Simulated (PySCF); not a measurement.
# Electron correlation in Tc²⁺ (technetium, charge +2)

[Kr] 4d4 5p1, one real determinant (an excited configuration). Computed with PySCF 2.14 in ANO-RCC-VTZP (7s6p4d2f1g, 68 functions), with scalar relativity by spin-free X2C-1e. Frozen: [Ar] 3d10; 13 electrons correlated.

MP2 pair energies summed by pair of shells (mhartree):

```json
{"pair": "4p-4d", "energy": "-131.15", "share (%)": "39.2"}
{"pair": "4p-4p", "energy": "-87.89", "share (%)": "26.2"}
{"pair": "4d-4d", "energy": "-35.62", "share (%)": "10.6"}
{"pair": "4s-4p", "energy": "-32.75", "share (%)": "9.8"}
{"pair": "4s-4d", "energy": "-17.52", "share (%)": "5.2"}
{"pair": "4d-5p", "energy": "-12.39", "share (%)": "3.7"}
{"pair": "4p-5p", "energy": "-11.78", "share (%)": "3.5"}
{"pair": "4s-4s", "energy": "-5.10", "share (%)": "1.5"}
{"pair": "4s-5p", "energy": "-0.79", "share (%)": "0.2"}
```

Total MP2 correlation energy: -334.98 mhartree.

Same-spin part -114.92 and opposite-spin part -220.06 mhartree; SCS-MP2 scales them by 1/3 and 6/5 to -302.38 mhartree.

The reference is one real determinant that mixes LS terms of this configuration.
